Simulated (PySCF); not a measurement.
An unknown gives this computed stick spectrum. Method: TDDFT PBE0/def2-SVPD, vertical, gas phase, core orbitals frozen in the response (PySCF). Geometries: GFN2-xTB, one conformer each.

| state | E (eV) | λ (nm) | f |
| --- | --- | --- | --- |
| S1 | 5.24 | 236.8 | 0.069 |
| S2 | 5.34 | 232.3 | 0.0041 |
| S3 | 5.49 | 226.0 | 0.0008 |
| S4 | 6.32 | 196.2 | 0.0008 |
| S5 | 6.76 | 183.3 | 0.023 |
| S6 | 6.87 | 180.6 | 0.027 |

Triplets computed (Tamm–Dancoff): 3.76, 4.86 eV.

Orbital energies (eV): HOMO-3 -9.18, HOMO-2 -9.08, HOMO-1 -8.35, HOMO -7.21, LUMO -1.20, LUMO+1 -0.19, LUMO+2 0.76.

Question: Which candidate is it?
A. `C(OC)c1nscn1`
B. `s1nc(OCC)nc1`
C. `N#Cc1nccnn1`

Answer: B. Its S1, at 5.24 eV, is the highest among the candidates; the nearest of the others has S1 at 4.87 eV. S1 is HOMO→LUMO (91%). Löwdin shares by element: HOMO sulfur 30%, oxygen 21%, nitrogen 18% or more, carbon 10% or more (atoms not listed hold the other 21%); LUMO carbon 31% or more, nitrogen 31%, sulfur 23%. At the same level the other candidates give, for their lowest levels:
- `COCc1ncsn1`: 4.87 eV (f 0.009); 5.14 eV (f 0.001); 5.76 eV (f 0.070); 6.02 eV (f 0.004); 6.17 eV (f 0.003); T1 3.99 eV; HOMO -7.56, LUMO -1.57 eV
- `N#Cc1nccnn1`: 2.96 eV (f 0.003); 3.19 eV (f 0.001); 5.43 eV (f 0.000); 5.50 eV (f 0.075); 5.72 eV (f 0.000); T1 2.24 eV; HOMO -7.65, LUMO -2.96 eV

The values belong to the conformer `[CH3:1][CH2:2][O:3][c:4]1[n:5][cH:6][s:7][n:8]1`: C1–C2–O3–C4 -76°, C2–O3–C4–N5 179°.
